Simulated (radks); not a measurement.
Task: These are the eigenvalues of the occupied orbitals of an atom or ion with whole-number occupations (hartree). All-electron calculation, scalar-relativistic Kohn-Sham, r2SCAN, spin-unpolarised, spherical densities, finite nucleus; meta-GGA in the generalised Kohn-Sham scheme; Fermi nuclear charge, rms radius of each element as measured or else 0.836 A^(1/3) + 0.57 fm. Program: a radial shooting solver on a logarithmic mesh with Libxc functionals.

| orbital | eigenvalue |
|---|---|
| 1s | -1539.546 |
| 2s | -248.7857 |
| 2p | -222.5357 |
| 3s | -54.30540 |
| 3p | -45.94399 |
| 3d | -34.21450 |
| 4s | -11.27971 |
| 4p | -8.53350 |
| 4d | -4.59274 |
| 5s | -1.94039 |
| 5p | -1.27702 |
| 4f | -0.48458 |

Which element is it, and in what charge state? The configuration may be excited.

Result: Z = 59, praseodymium, charge +2: Pr2+ in [Xe] 4f3. The list shows which subshells hold electrons but not how many an open one holds; the 1s level, -1539.5 hartree, gives Z - s = 55.5 by -(Z - s)^2/2, which with screening and relativity narrows Z to a few neighbours, and the depths of the outer levels then fix element, charge and occupations together.
